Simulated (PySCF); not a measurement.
Computed IR spectrum (relative IR intensity) of a molecule CH10O2Si3. Coordinates come from a PBE0-D3(BJ)/def2-SVP optimisation. The values are those of a single conformer. All values below come from PBE0-D3(BJ)/def2-SVP (PySCF). Frequencies are harmonic and unscaled.

Lines under 2 % of the strongest are left out, and lines within 2 cm⁻¹ are merged.

ν (cm⁻¹): 217 (vw), 258 (m), 298 (vw), 398 (w), 415 (vw), 465 (m), 482 (m), 508 (vw), 528 (w), 554 (m), 700 (vw), 757 (m), 820 (vs), 849 (vs), 867 (w), 882 (m), 926 (w), 930 (m), 936 (m), 1100 (m), 1173 (w), 1396 (m), 1454 (vw), 2205 (m), 2210 (m), 2218 (vw), 2221 (s), 2224 (m), 2234 (m), 2996 (w), 3112 (vw), 3830 (m), 3932 (m) (against the strongest line: vs over 80 %, s over 45 %, m over 15 %, w over 4 %, vw less)

Q: Which structure fits?
A. C[SiH2][SiH2]O[SiH2]O
B. OC[Si@H](O)[SiH2][SiH3]
C. OC[Si](O)([SiH3])[SiH3]
D. C[Si@H](O)[SiH2]O[SiH3]

A: C, OC[Si](O)([SiH3])[SiH3]
